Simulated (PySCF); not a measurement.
**Radial density of N⁺ (nitrogen, charge +1)**

r2SCANh, [He] 2s2 2p2, high-spin 3P determinant. All numbers are calculated (PySCF 2.14, no relativity, point nucleus, in aug-cc-pVTZ with one added diffuse shell each of s, p, d, f type (6s5p4d3f, 62 functions)).

```csv
r (bohr),4πr²ρ (e/bohr),4πr²(ρα − ρβ)
0.00424,0.04385,0.0000
0.00713,0.1196,0.0000
0.0120,0.3152,-0.0001
0.0202,0.7970,-0.0002
0.0339,1.860,-0.0001
0.0571,3.825,0.0014
0.0960,6.330,0.0115
0.161,7.359,0.0643
0.272,4.910,0.2629
0.457,2.245,0.8102
0.768,2.921,1.4670
1.29,2.602,1.1966
2.17,0.6332,0.3061
3.66,0.02664,0.0160
```
